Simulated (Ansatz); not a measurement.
Total energies of [10]phenacene (C₄₂H₂₄) from Ansatz at PBE-D4/def2-SVP, gas phase (1 Eh = 27.2114 eV = 2625.5 kJ/mol). The reference geometry is relaxed at r2SCAN-D4/def2-SVP.

| state | geometry | energy (Eh) |
| --- | --- | --- |
| charge 0 singlet | reference | -1611.99507 |
| charge 1 doublet | reference | -1611.75897 |
| charge -1 doublet | reference | -1612.03726 |
| charge -1 doublet | relaxed at r2SCAN-D4/def2-SVP | -1612.03986 |
| free C atom (triplet) | – | -37.75124 |
| free H atom (doublet) | – | -0.49863 |

Single mean-field runs in def2-SVP are fitted with def2-universal-jkfit.

Question: Work out the vertical ionisation energy to the doublet.

Answer: E(charge 1 doublet) − E(charge 0 singlet) = -1611.75897 − (-1611.99507) = 0.23610 Eh = 6.42 eV. For comparison, −ε of the highest occupied level is 5.04 eV at this level, 1.38 eV less.

Question: Work out the vertical electron affinity, to the doublet.

Answer: E(charge 0 singlet) − E(charge -1 doublet) = -1611.99507 − (-1612.03726) = 0.04219 Eh = 1.15 eV. The basis lacks diffuse functions, which makes affinities too small.

Question: Give the fundamental gap IE − EA, the Mulliken electronegativity (IE + EA)/2 and the hardness (IE − EA)/2.

Answer: From the values in Eh: IE − EA = 0.23610 − 0.04219 = 0.19391 Eh = 5.28 eV; (IE + EA)/2 = 3.79 eV; (IE − EA)/2 = 2.64 eV. The HOMO–LUMO gap of the same run is 2.65 eV, 2.63 eV smaller than the fundamental gap.

Question: How much does the charge -1 doublet relax, and what is the adiabatic electron affinity?

Answer: Relaxation: -1612.03726 − (-1612.03986) = 0.00260 Eh = 0.07 eV. Adiabatic electron affinity: 0.04479 Eh = 1.22 eV, without zero-point energy. 

Question: What is the binding energy per atom against free atoms?

Answer: Atoms: 42 × (-37.75124) + 24 × (-0.49863) = -1597.51920 Eh. Binding: -1597.51920 − (-1611.99507) = 14.47587 Eh = 393.91 eV, or 5.97 eV for each of 66 atoms (no zero-point energy, no counterpoise term).

At PBE-D4/def2-SVP the gap within one spin of the charge 1 doublet nearly closes, so an electron or hole may be smeared out by delocalisation error. At PBE-D4/def2-SVP the gap within one spin of the charge -1 doublet nearly closes, so an electron or hole may be smeared out by delocalisation error. At PBE-D4/def2-SVP the gap within one spin of the relaxed charge -1 doublet nearly closes, so an electron or hole may be smeared out by delocalisation error. At PBE-D4/def2-SVP the highest occupied level of the charge -1 doublet lies above zero (up to 0.19 eV). By energy differences its removal costs 1.15 eV (vertical, to the charge 0 singlet, at PBE-D4/def2-SVP); self-interaction error and the lack of diffuse functions both raise the level. At PBE-D4/def2-SVP the highest occupied level of the relaxed charge -1 doublet lies above zero (up to 0.12 eV). By energy differences its removal costs 1.22 eV (each at its own geometry, to the charge 0 singlet, at PBE-D4/def2-SVP); self-interaction error and the lack of diffuse functions both raise the level.
